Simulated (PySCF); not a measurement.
**Computed vibrations of [CeCl2]+**

[CeCl2]+ (singlet in the valence; each metal's 4f electrons, 1 of them, lie in its core potential, out of spins and levels). PySCF 2.14.0, RKS PBE0, Ce lcecp-1-SVP with ECP47, Cl def2-SVP; non-relativistic Hamiltonian with scalar-relativistic core potentials where named; density fitting; no spin-orbit coupling. Central differences of gradients.

```xyz
3

Ce    0.0000    0.0000   -0.4830
Cl    2.0167    0.0000    0.9662
Cl   -2.0167    0.0000    0.9662
```

Run from Python with OMP_NUM_THREADS=2. Where DIIS fails, smearing, a level shift and second-order steps follow.
It took 14 s on 2 threads of AMD EPYC 7B13 (Zen 3), on a shared host.

Problem. What are the harmonic wavenumbers and infrared intensities?

Solution. Modes are labelled in C2v; negative numbers are unstable modes, those under 60 cm⁻¹ near the noise; a finer grid moves soft modes by up to 10 cm⁻¹.
```tsv
cm⁻¹	km/mol	symmetry
78	6.2	a1
382	30.1	a1
386	107.8	b2
```

Problem. Is this a minimum?

Solution. Yes. Ideal gas at 298.15 K and 1 bar: S = 316.3 J/(mol K), Cp = 54.1 J/(mol K), H − H(0 K) = 13.7 kJ/mol (rigid rotor, harmonic modes, spin degeneracy alone, that of the 4f electrons in the core included).

An lcecp potential fixes the number of 4f electrons, so in runs with it no electron can move into or out of that shell.
